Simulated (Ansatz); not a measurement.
## Molecular dynamics of Hf12H

The input (input.yaml):

```yaml
accuracy: low
crystal:
  lattice:
    - [6.4, 0.0, 0.0]
    - [-4.8, 8.313844, 0.0]
    - [0.0, 0.0, 5.0624]
  atoms:
    - { symbol: Hf, position: [0.00094168, -0.00151931, -0.00202113] }
    - { symbol: Hf, position: [0.16641258, 0.22279565, 0.49909262] }
    - { symbol: Hf, position: [0.00358226, 0.32850435, -0.00158235] }
    - { symbol: Hf, position: [0.17492506, 0.5615706, 0.50084659] }
    - { symbol: Hf, position: [0.00328498, 0.66905983, 0.00317611] }
    - { symbol: Hf, position: [0.16886522, 0.89236554, 0.50133658] }
    - { symbol: Hf, position: [0.49836371, -0.00257854, -0.00123971] }
    - { symbol: Hf, position: [0.66344597, 0.22021729, 0.49723926] }
    - { symbol: Hf, position: [0.492323, 0.32810362, -0.00130336] }
    - { symbol: Hf, position: [0.66348559, 0.56111285, 0.50100432] }
    - { symbol: Hf, position: [0.50085292, 0.66711317, 0.00042786] }
    - { symbol: Hf, position: [0.66615719, 0.89128292, 0.50187758] }
    - { symbol: H, position: [0.83507455, 0.44771153, 0.24955143] }
basis:
  ecutwfc: 420.0
kpoints:
  mp_grid: { grid: [2, 2, 2] }
hamiltonian:
  xc: pbesol
scf:
  occupations: { method: fermi_dirac, width: 0.1 }
  lower_state_search: "off"
md:
  timestep: 0.5
  n_steps: 300
  ensemble: nvt_langevin
  temperature: 600.0
  initial_velocities: maxwell_boltzmann
  seed: 590903
  friction: 0.05
```

Launched with:

```bash
$ ansatz run input.yaml --threads 4 --pin off --max-ram 10240MiB --backend cpu --events-out ev --progress --plain --runs-dir out
```

It starts from a relaxed structure.

Output, in part (step lines):

```
md step     0: t =     0.00 fs  T =   553.8 K  F+E_penalty+E_count = -187191.98280481 eV  E_kin = 0.930672 eV  (11 SCF iters)
md step     1: t =     0.50 fs  T =   531.3 K  F+E_penalty+E_count = -187191.98198238 eV  E_kin = 0.892734 eV  (8 SCF iters)
md step     2: t =     1.00 fs  T =   501.8 K  F+E_penalty+E_count = -187191.98048316 eV  E_kin = 0.843219 eV  (8 SCF iters)
md step     3: t =     1.50 fs  T =   478.8 K  F+E_penalty+E_count = -187191.97876603 eV  E_kin = 0.804631 eV  (8 SCF iters)
md step     4: t =     2.00 fs  T =   506.0 K  F+E_penalty+E_count = -187191.97667152 eV  E_kin = 0.850258 eV  (8 SCF iters)
md step     5: t =     2.50 fs  T =   504.5 K  F+E_penalty+E_count = -187191.97410134 eV  E_kin = 0.847688 eV  (5 SCF iters)
md step     6: t =     3.00 fs  T =   453.3 K  F+E_penalty+E_count = -187191.97166990 eV  E_kin = 0.761639 eV  (5 SCF iters)
md step     7: t =     3.50 fs  T =   420.8 K  F+E_penalty+E_count = -187191.96976836 eV  E_kin = 0.707041 eV  (5 SCF iters)
[... lines left out ...]
md step   299: t =   149.50 fs  T =   733.9 K  F+E_penalty+E_count = -187191.04809927 eV  E_kin = 1.233231 eV  (5 SCF iters)
md step   300: t =   150.00 fs  T =   752.1 K  F+E_penalty+E_count = -187191.03458327 eV  E_kin = 1.263888 eV  (8 SCF iters)
```

The steps, from the saved trajectory:

| time (fs) | T (K) | potential energy less start (eV) |
| --- | --- | --- |
| 0.0 | 554 | 0.000 |
| 5.0 | 447 | 0.018 |
| 10.0 | 423 | 0.033 |
| 15.0 | 748 | 0.093 |
| 20.0 | 611 | 0.172 |
| 25.0 | 450 | 0.218 |
| 30.0 | 480 | 0.276 |
| 35.0 | 508 | 0.353 |
| 40.0 | 536 | 0.424 |
| 45.0 | 571 | 0.458 |
| 50.0 | 523 | 0.430 |
| 55.0 | 555 | 0.439 |
| 60.0 | 361 | 0.538 |
| 65.0 | 442 | 0.621 |
| 70.0 | 393 | 0.626 |
| 75.0 | 646 | 0.666 |
| 80.0 | 641 | 0.677 |
| 85.0 | 764 | 0.537 |
| 90.0 | 736 | 0.535 |
| 95.0 | 521 | 0.649 |
| 100.0 | 580 | 0.698 |
| 105.0 | 803 | 0.637 |
| 110.0 | 932 | 0.652 |
| 115.0 | 903 | 0.777 |
| 120.0 | 484 | 1.019 |
| 125.0 | 683 | 0.800 |
| 130.0 | 805 | 0.661 |
| 135.0 | 708 | 0.697 |
| 140.0 | 448 | 0.788 |
| 145.0 | 617 | 0.844 |
| 150.0 | 752 | 0.948 |

The run went to its last step. The mean temperature of the second half is 12 % above the set value. A run of 0.15 ps of so small a system gives no equilibrium averages. Limits of this set-up: coarse k mesh, odd electron count without spin, low accuracy level.

Mean squared displacements from the first frame to the last, about the centre of mass: Hf 0.02 Å², H 0.52 Å².

Last frame:

```xyz
13
Lattice="6.4000 0.0000 0.0000 -4.8000 8.3138 0.0000 0.0000 0.0000 5.0624" Properties=species:S:1:pos:R:3
Hf 0.077 0.055 0.044
Hf 0.119 1.681 2.565
Hf -1.524 2.762 -0.101
Hf -1.656 4.751 2.503
Hf -3.226 5.582 0.052
Hf -3.164 7.453 2.588
Hf 3.127 -0.024 0.096
Hf 3.118 1.775 2.734
Hf 1.617 2.798 -0.033
Hf 1.503 4.759 2.718
Hf -0.072 5.514 0.014
Hf -0.090 7.415 2.723
H 2.760 3.341 1.754
```

Run time: 19 min on 4 threads of Intel(R) Xeon(R) Platinum 8559C (Emerald Rapids), with other jobs on the host, peak memory 1.6 GiB.
